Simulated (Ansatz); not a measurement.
The cluster Au₂Cl₂. Charge 0, multiplicity 1. Geometry PBE0-D4/def2-SVP.

```
atom   x (Å)   y (Å)   z (Å)
 Au1  -0.442   0.681   1.133
 Au2   0.441  -0.681  -1.133
 Cl3  -0.337  -1.837   0.972
 Cl4   0.337   1.836  -0.972
```

In the def2 sets Au takes a core potential; there is no spin–orbit coupling. The structure comes from a short search, and lower isomers may exist.

Estimate the orbital energies around the gap (eV) in Ansatz with PBE-D4/def2-TZVP, r2SCAN-D4/def2-TZVP, r2SCAN-D4/def2-TZVPD, PBE0-D4/def2-SVP, r2SCAN0-D4/def2-TZVP.


```csv
orbital,PBE-D4/def2-TZVP,r2SCAN-D4/def2-TZVP,r2SCAN-D4/def2-TZVPD,PBE0-D4/def2-SVP,r2SCAN0-D4/def2-TZVP
HOMO−13,-10.00,-10.27,-10.24,-11.35,-11.57
HOMO−12,-8.98,-9.27,-9.25,-10.51,-10.77
HOMO−11,-8.89,-9.21,-9.18,-10.45,-10.71
HOMO−10,-8.89,-9.21,-9.17,-10.38,-10.59
HOMO−9,-8.81,-9.07,-9.02,-10.31,-10.57
HOMO−8,-7.91,-8.20,-8.15,-9.58,-9.81
HOMO−7,-7.70,-8.00,-7.95,-9.22,-9.46
HOMO−6,-7.51,-7.84,-7.78,-9.13,-9.39
HOMO−5,-7.44,-7.77,-7.72,-9.11,-9.37
HOMO−4,-7.42,-7.69,-7.67,-8.67,-8.96
HOMO−3,-7.28,-7.51,-7.48,-8.62,-8.83
HOMO−2,-6.85,-7.10,-7.08,-8.09,-8.38
HOMO−1,-6.55,-6.77,-6.73,-7.82,-8.01
HOMO,-6.27,-6.44,-6.42,-7.36,-7.57
LUMO,-4.46,-4.32,-4.30,-3.48,-3.44
LUMO+1,-4.06,-3.92,-3.90,-3.02,-3.02
LUMO+2,-0.89,-0.56,-0.72,-0.10,-0.08
LUMO+3,-0.17,0.23,0.12,0.78,0.78
LUMO+4,0.02,0.40,0.31,0.84,0.85
LUMO+5,0.22,0.74,0.43,1.30,1.26
```
